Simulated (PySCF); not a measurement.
# Electron correlation in As²⁺ (arsenic, charge +2)

[Ar] 3d10 4s2 4p1, 2P determinant. Computed with PySCF 2.14 in aug-cc-pVDZ-DK (6s5p3d, 36 functions), with the spin-free X2C one-electron Hamiltonian (Gaussian nucleus). Frozen: [Ar] 3d10; 3 electrons correlated.

MP2 pair energies summed by pair of shells (mhartree):

| pair | energy | share (%) |
| --- | --- | --- |
| 4s-4s | -19.48 | 58.8 |
| 4s-4p | -13.65 | 41.2 |

Total MP2 correlation energy: -33.13 mhartree.

Same-spin part -2.10 and opposite-spin part -31.03 mhartree; SCS-MP2 scales them by 1/3 and 6/5 to -37.93 mhartree.

```json
{"level": "CCSD", "correlation energy (mhartree)": "-48.44"}
{"level": "(T)", "correlation energy (mhartree)": "-0.41"}
{"level": "CCSD(T)", "correlation energy (mhartree)": "-48.85"}
```

Diagnostics: T1 = 0.0080, D1 = 0.0192, largest double amplitude 0.097.

Task: Is a single reference adequate?

Result: Mostly. T1 lies below 0.03, but a double amplitude of this size points to a near-degeneracy that CCSD handles and MP2 describes poorly.
